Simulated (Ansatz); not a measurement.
Two spin states of IrCl, each at its own minimum; 2S+1 = 1, 3, 5 were tried, and our sources give no spin for the ground state. No spin–orbit coupling.

```tsv
level	energy of the multiplicity-5 state above the multiplicity-3 state (kcal/mol)
PBE/def2-TZVPP	18.82
PBE0/def2-TZVPP	17.16
wB97X-V/def2-TZVPP	21.92
CCSD/def2-TZVPP	12.62
CCSD(T)/def2-TZVPP	14.26
```

The rows run from 12.62 (CCSD/def2-TZVPP) to 21.92 kcal/mol (wB97X-V/def2-TZVPP). The 3 functionals in def2-TZVPP without D3 or D4 span 4.77, from PBE0 to wB97X-V.

Each state is the lowest solution found for its spin in def2 and cc sets.

Correlated levels freeze the inner cores; with def2 sets outer-core shells near the valence are correlated too.

The values were computed with Ansatz (Gaussian basis) for Hartree–Fock, density functionals and correlated methods. Each number belongs to the level named beside it. In def2 rows elements past Kr take small-core potentials, without spin–orbit coupling.

Ansatz is an electronic-structure program.
